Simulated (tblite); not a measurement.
C4H10F2Si2.
Numbering: `[F:1][CH2:2][Si@@H:3]1[CH2:4][SiH2:5][C@@H:6]([F:7])[CH2:8]1` (hydrogens: H9, H10 on C2; H11 on Si3; H12, H13 on C4; H14, H15 on Si5; H16 on C6; H17, H18 on C8)

Computed geometry: GFN2-xTB, gas phase.

Give the optimised bond lengths and angles.

```
   bond  length (Å)   order
  F1–C2       1.383  single
 C2–Si3       1.920  single
 Si3–C4       1.909  single
 C4–Si5       1.907  single
 Si5–C6       1.926  single
  C6–F7       1.400  single
  C6–C8       1.524  single
 Si3–C8       1.908  single
  C2–H9       1.091  single
 C2–H10       1.091  single
Si3–H11       1.469  single
 C4–H12       1.088  single
 C4–H13       1.087  single
Si5–H14       1.466  single
Si5–H15       1.461  single
 C6–H16       1.095  single
 C8–H17       1.091  single
 C8–H18       1.091  single
```

Orders are formal, as drawn. A selection of angles:
```
      angle  degrees
  F1–C2–Si3    109.8
   F1–C2–H9    106.4
  F1–C2–H10    106.4
  Si3–C2–H9    113.2
 Si3–C2–H10    112.2
  H9–C2–H10    108.5
  C2–Si3–C4    110.6
  C2–Si3–C8    110.6
 C2–Si3–H11    107.3
  C4–Si3–C8    100.6
 C4–Si3–H11    114.5
 C8–Si3–H11    113.1
 Si3–C4–Si5    106.7
 Si3–C4–H12    111.3
 Si3–C4–H13    110.9
 Si5–C4–H12    110.8
 Si5–C4–H13    110.8
 H12–C4–H13    106.3
  C4–Si5–C6     99.0
 C4–Si5–H14    112.8
 C4–Si5–H15    114.0
 C6–Si5–H14    109.0
 C6–Si5–H15    109.2
H14–Si5–H15    112.0
  Si5–C6–F7    106.9
  Si5–C6–C8    109.7
 Si5–C6–H16    115.4
   F7–C6–C8    108.3
  F7–C6–H16    104.6
  C8–C6–H16    111.5
  C6–C8–H17    107.9
  C6–C8–H18    109.8
  Si3–C8–C6    107.6
 Si3–C8–H17    110.7
 Si3–C8–H18    113.3
 H17–C8–H18    107.3
```

Dihedral angles: F1–C2–Si3–C4 51° (synclinal); C2–Si3–C4–Si5 -127° (anticlinal); Si3–C4–Si5–C6 -10° (synperiplanar); C4–Si5–C6–F7 -83° (synclinal); Si5–C6–C8–Si3 -43° (synclinal); C2–Si3–C8–C6 150°.

The 5-membered ring Si3–C4–Si5–C6–C8 has internal angles of 99.0° to 109.7° (sum 524°, against 540° for a flat polygon); it is puckered, 0.19 Å rms from its mean plane, widest ring torsion 43°. Si5 (SiH2 silicon) is distorted tetrahedral (angles from 99.0° to 114.0°). Si3 (SiH silicon) is distorted tetrahedral (angles from 100.6° to 114.5°).

Point group: C1 (no symmetry element, even within 0.4 Å). Its GFN2-xTB frequencies are all real (lowest 30 cm⁻¹). The numbers are those of one conformer.

Time: 1.4 s of wall time. Hardware: an Arm Neoverse N1 with one thread, shared host with 64 logical CPUs at a one-minute load of 60. These figures are those of the optimisation.
